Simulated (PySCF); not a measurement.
Tellurium: highly charged ions in a basis for the neutral atom

Te²³⁺ [Ar] 3d10 4s1, Te²⁴⁺ [Ar] 3d10. All numbers are calculated (PySCF 2.14, scalar relativity by spin-free X2C-1e, in x2c-SVPall (6s5p3d, 36 functions)). No spin-orbit coupling, so a gap to NIST mixes the basis error with missing relativistic terms.

Changed run: basis of the neutral atom used for a highly charged ion. This setting is unsound on purpose.

```
species  method  sound run (hartree)  changed run (hartree)  converged
  Te²³⁺     UHF              not run            -6549.90389        yes
  Te²³⁺    MN15              not run            -6555.76851        yes
  Te²³⁺    TPSS              not run            -6551.25425        yes
  Te²⁴⁺     UHF              not run            -6522.90739        yes
  Te²⁴⁺    MN15              not run            -6528.76832        yes
  Te²⁴⁺    TPSS              not run            -6524.15751        yes
```

Ionisation energy of Te²³⁺:

| method | changed run (eV) | NIST (eV) |
| --- | --- | --- |
| UHF | 734.61 | 746.12 ± 0.25 |
| MN15 | 734.71 | 746.12 ± 0.25 |
| TPSS | 737.34 | 746.12 ± 0.25 |

The contracted functions were made for the neutral atom and can be too rigid for a highly charged ion.
